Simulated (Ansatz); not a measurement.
The molecule CrCl, multiplicity 6 (the spin of the measured ground state). No spin–orbit coupling. Cr is treated without relativity. The T1 diagnostic near the minimum is 0.131, so single-reference values are doubtful.

Constants: fifth-degree fit in 1/R to seven points, most abundant isotopes. Runs in def2 and cc sets follow the lowest solution found near the PBE0 minimum.

Programs: Ansatz (Gaussian orbitals). 

Energies at wB97X-V/def2-TZVPP:

| R (Å) | E (hartree) |
|---|---|
| 2.047740 | -1504.49553910 |
| 2.102786 | -1504.50006554 |
| 2.153429 | -1504.50236467 |
| 2.210678 | -1504.50324497 |
| 2.267927 | -1504.50268301 |
| 2.333983 | -1504.50066079 |
| 2.411048 | -1504.49693328 |

Problem. With a reduced mass of 20.8988 u, find the minimum, the force constant and the constants.

Solution. A fifth-degree polynomial in 1/R puts the minimum at r_e = 2.2147 Å with force constant 188 N/m. Then ω_e = (1/2πc)√(k/μ) = 390 cm⁻¹ and B_e = h/(8π²cμr_e²) = 0.1645 cm⁻¹; the cubic and quartic terms give α_e = 0.00092 and ω_e x_e = 1.5 cm⁻¹.

Ansatz is a quantum-chemistry and plane-wave program.
